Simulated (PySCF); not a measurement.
# How methods differ on the ionisation energy of Ni

Ni [Ar] 3d8 4s2 (3F) → Ni⁺ [Ar] 3d9 (2D), as a difference of total energies. All numbers are calculated (PySCF 2.14, the non-relativistic Hamiltonian (point nucleus), in 6-31G*). Correlated levels: valence: [Ar] frozen. The calculations carry no spin-orbit coupling.

```
           method  ionisation energy (eV)
              UHF                   9.263
           r2SCAN                   9.274
              PBE                   9.201
    MP2 (valence)                   8.471
SCS-MP2 (valence)                   8.670
```

Task: How much does correlation contribute at MP2 (valence)?

Result: 8.471 − (9.263) = -0.792 eV, measured against UHF.

These non-relativistic numbers lack the scalar-relativistic shift.

The reference lies between the lowest fine-structure levels, while these numbers refer to the centres of the terms.

Errors of the correlated levels include the incompleteness of this basis and the frozen core.

For comparison: 7.640 eV (measured; NIST Atomic Spectra Database, ionization energies).
